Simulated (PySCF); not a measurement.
Isomers of C3H8Si, mass 72.040 u with the commonest isotopes. Method: PySCF 2.14.0, PBE0-D3(BJ)/def2-SVP geometry optimisation, gas phase. One conformer each, none proved a minimum here; rigid rotors.

Question: Order these by rotational constant B, largest first.
A. `[CH2:1]=[CH:2][CH2:3][SiH3:4]` with C1–C2–C3–Si4 106°
B. `C[C@H]1C[SiH2]1`
C. `C1CC[SiH2]1`
D. `C[SiH]1CC1`
E. `C=C(C)[SiH3]`
F. `C1C(C1)[SiH3]`

Answer: C (6212 MHz), B (4376 MHz), E (4264 MHz), D (3922 MHz), F (3539 MHz), A (2750 MHz).

Question: Order these by radius of gyration √(Σ m r²/M), largest first.
A. `[SiH3]C1CC1`
B. `C[SiH]1CC1`
C. `[SiH2]1CCC1`
D. `C=C([SiH3])C`
E. `[CH2:1]=[CH:2][CH2:3][SiH3:4]` with C1–C2–C3–Si4 106°

Answer: E (1.683 Å), D (1.550 Å), A (1.516 Å), B (1.449 Å), C (1.339 Å).

Question: Order these by rotational constant C, largest first.
A. `[CH2:1]=[CH:2][CH2:3][SiH3:4]` with C1–C2–C3–Si4 106°
B. `C1C[SiH2]C1`
C. `C([SiH3])(C)=C`
D. `[SiH3]C1CC1`
E. `[SiH]1(CC1)C`
F. `C[C@H]1C[SiH2]1`

Answer: B (4219 MHz), E (3865 MHz), F (3648 MHz), D (3314 MHz), C (2996 MHz), A (2634 MHz).

```tsv
SMILES	point group	Ia (u·Å²)	Ib (u·Å²)	Ic (u·Å²)	κ	μa (D)	μb (D)	μc (D)
[SiH3]C1CC1	Cs	35.86	142.80	152.49	-0.96	0.88	0.00	0.29
C[SiH]1CC1	Cs	42.70	128.84	130.76	-0.99	0.76	0.01	0.34
C=CC[SiH3]	C1	32.40	183.79	191.88	-0.98	0.17	0.48	0.04
C=C(C)[SiH3]	Cs	59.14	118.52	168.66	-0.54	0.75	0.14	0.00
C1C[SiH2]C1	Cs	57.06	81.36	119.78	-0.14	0.43	0.00	0.16
C[C@H]1C[SiH2]1	C1	47.29	115.49	138.55	-0.79	0.20	0.01	0.09
```
